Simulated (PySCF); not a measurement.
**Spinor energies of Zn²⁵⁺ (zinc, charge +25)**

Start: [He] 2s2 2p1; 2p1/2 filled at m_j = +1/2. Calculated with PySCF 2.14 in an even-tempered Gaussian basis (17 s from 7.8 bohr⁻², ratio 2.4; 11 p from 10 bohr⁻², ratio 2.4; 5 d from 34 bohr⁻², ratio 2.6; 4 f from 51 bohr⁻², ratio 2.6): generalised Hartree-Fock with the X2C-1e Hamiltonian and a Gaussian nucleus; one run each with spin-orbit coupling (SO) switched off, then screened by Boettger's factors.

```csv
spinor shell,electrons,"ε, spin-free (eV)","ε, screened SO (eV)",weight of nominal j (screened SO),"rms radius, screened SO (bohr)"
1s1/2,2,-11383.1,-11381.5,1.000,0.0575
2s1/2,2,-2550.9,-2550.4,1.000,0.227
2p1/2,1,-2477.2,-2496.5,1.000,0.195
```

```
   quantity    spin-free  screened SO
E (hartree)  -1183.06307  -1183.77174
        M_J          1/2          1/2
       ⟨J²⟩        1.116        0.750
       ⟨L²⟩        2.000        2.000
       ⟨S²⟩        0.750        0.750
```

Each row is a mean over spinors that exchange with the open shell spreads, by up to 7.696 eV (2s1/2).

Without spin-orbit coupling the j labels of p, d and f shells carry no meaning; the spin-free column gives the mean over the occupied spinors of each nl shell, and its ⟨J²⟩ belongs to a mixture of degenerate components.
